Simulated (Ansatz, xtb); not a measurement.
## C6H6OS: which of two isomers lies lower

We compare X, `C=C1C=C(C)OC1=S`, a singlet, with Y, `Cc1coccc1=S`, a singlet. Both are isolated molecules in the gas phase, relaxed with PBE-D3(BJ)/def2-SVP.

Problem. Estimate which is lower in electronic energy at CCSD(T)/def2-SVP + ΔMP2/def2-TZVPP, and by roughly how much.

Solution. The CCSD(T)/def2-SVP + ΔMP2/def2-TZVPP calculation puts structure Y lower, by 15.8 kJ/mol.

The same difference at several levels:

```
                             level             geometry  E(Y) − E(X) (kJ/mol)  departure from the last row (kJ/mol)  job, with rough time for the two
                          GFN2-xTB             GFN2-xTB                   −25.9                                 −10.1              optimisation, 0.15 s
                         HF/STO-3G             GFN2-xTB                   +14.2                                 +30.0               single point, 0.5 s
                r2SCAN-D4/def2-SVP             GFN2-xTB                   −27.7                                 −11.9               single point, 5.2 s
               PBE-D3(BJ)/def2-SVP  PBE-D3(BJ)/def2-SVP                   −25.3                                  −9.5                optimisation, 20 s
                       HF/def2-SVP  PBE-D3(BJ)/def2-SVP                   −21.6                                  −5.8           part of the CCSD(T) run
                      MP2/def2-SVP  PBE-D3(BJ)/def2-SVP                   −25.0                                  −9.2           part of the CCSD(T) run
                  CCSD(T)/def2-SVP  PBE-D3(BJ)/def2-SVP                   −16.5                                  −0.7                      single point
CCSD(T)/def2-SVP + ΔMP2/def2-TZVPP  PBE-D3(BJ)/def2-SVP                   −15.8                                                   single point, 1.7 min
```

As drawn, both hold the same kinds of bond in the same numbers. Structure X has a 5-membered ring, Y a 6-membered ring.

HF/STO-3G puts the two in the other order. The largest departure from CCSD(T)/def2-SVP + ΔMP2/def2-TZVPP is that of HF/STO-3G, 30.0 kJ/mol. The last row adds to CCSD(T) the change of the MP2 difference between the two basis sets, here +0.7 kJ/mol.

With thermal terms from frequencies at re-optimised GFN2-xTB minima (ideal gas, soft modes damped towards free rotors, one conformer each, 298.15 K, 1 atm): the zero-point term adds +3.6 kJ/mol; ΔH is −13.3 and ΔG −10.7 kJ/mol.

The correlated steps freeze 12 core orbitals. Programs: Ansatz 0.2.0, xtb 6.7.1; the last row on 4 threads of Arm Neoverse V1 on a shared host.
